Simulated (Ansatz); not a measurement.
Q: Predict a relaxed structure of PtS₃⁻ (the lowest doublet isomer of a short search), charge -1, doublet, at r2SCAN-D4/def2-SVPD (Ansatz).

A: 
```xyz
4

Pt    0.109    0.467   -0.229
S    -1.017   -0.770    1.378
S     0.211   -1.918    0.162
S     0.697    2.221   -1.310
```
The metal has 3 neighbours: S 2.32 Å, S 2.42 Å, S 2.14 Å. This is one stationary point.

In the def2 sets Pt takes a core potential; there is no spin–orbit coupling. The structure comes from a short search, and lower isomers may exist.
